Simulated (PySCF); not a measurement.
Low-lying terms of Rb³³⁺ (rubidium, charge +33)

Ground state [He] 2s2, ¹S. Computed with PySCF 2.14 in an uncontracted even-tempered set (18 s from 1.92 bohr⁻², ratio 2.5; 10 p from 2.47 bohr⁻², ratio 2.7; 8 d from 2.79 bohr⁻², ratio 2.7; 4 f from 82 bohr⁻², ratio 2.7), with the spin-free X2C one-electron Hamiltonian (Gaussian nucleus). Vertical excitation energies in eV without spin-orbit coupling; excited terms of each kind are numbered among those the solver found. Frozen: nothing.

| term | leading excitation | EOM-EE-CCSD |
| --- | --- | --- |
| 1 3P° | 2s → p | 112.52 |
| 1 1P° | 2s → p | 169.87 |

The spin-orbit splitting of the hole, absent here, rivals or exceeds the spacing of these terms, so the LS terms are model states.

Only the lower part of the computed list is shown. Doubly excited terms such as np² are absent. The solver can miss terms. The 10 highest virtual orbitals were dropped.
